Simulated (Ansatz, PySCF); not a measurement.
Species: CH$_{2}$Cl$_{3}$Si, net charge 0, doublet state. It need not be the lowest isomer of its formula. 
Structure (B3LYP-D3(BJ)/def2-TZVP (Ansatz, a quantum-chemistry and plane-wave program) minimum search):
```xyz
7

Si    -0.2824    -0.0042     0.0447
Cl     0.2736     1.8252    -0.6851
Cl     0.2296    -1.4567    -1.3037
Cl     0.7704    -0.3456     1.7719
C     -2.0728    -0.0379     0.3539
H     -2.6236     0.8576     0.6134
H     -2.6382    -0.9611     0.3248
```
Charge 0, spin multiplicity 2.

Quantity: atomisation energy (electronic, to ground-state atoms), in eV. Cores are frozen in the correlated levels unless marked. Open shells are spin-unrestricted. Spin-orbit coupling is left out. Non-relativistic. The coupled-cluster limit lacks core correlation, which all-electron functionals hold. CBS(X,Y): correlation extrapolated as X^-3; Hartree-Fock from the larger set. The bracket is a focal-point correction in the basis named.

```
level                                                                 program  atomisation energy (eV)
-------------------------------------------------------------  --------------  -----------------------
HF/cc-pV(T+d)Z                                                         Ansatz                    18.77
HF-D4/def2-TZVPD                                                PySCF + dftd4                    19.61
PBE0-D3(BJ)/def2-TZVPD                                         Ansatz + dftd3                    24.98
PBE0-D4/def2-TZVP                                              Ansatz + dftd4                    24.98
PBE0/def2-TZVPD                                                        Ansatz                    24.74
BHLYP/def2-TZVPD                                                       Ansatz                    23.64
wB97X-V/def2-TZVPD                                                     Ansatz                    24.86
MP2/6-31G*                                                             Ansatz                    22.51
SCS-MP2/STO-3G                                                         Ansatz                    23.93
RI-MP2/CBS(cc-pV(T+d)Z,cc-pV(Q+d)Z)+[CCSD(T)-MP2]/cc-pV(T+d)Z          Ansatz                    24.78
```
